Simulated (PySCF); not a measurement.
Vertical excitations of a molecule C₄H₉AlO from TDA-M06-2X/def2-SVPD run with PySCF, as energy in eV (oscillator strength): 5.57 (0.103), 6.10 (0.131), 6.45 (0.100), 6.93 (0.014), 6.98 (0.058), 7.03 (0.097), 7.39 (0.000), 7.43 (0.046), 7.59 (0.024), 7.81 (0.023). Lowest triplet (TDA): 4.06 eV. Geometry: PBE0-D3(BJ)/def2-SVP. The values are those of a single conformer.

Which molecule gave these data?
(A) C=C[CH2][Al]([CH3])[OH]
(B) C=[CH][Al]([CH3])[O]C
(C) C=[CH][AlH][O]CC
(D) C=C[CH2][AlH][O]C

A, C=C[CH2][Al]([CH3])[OH]
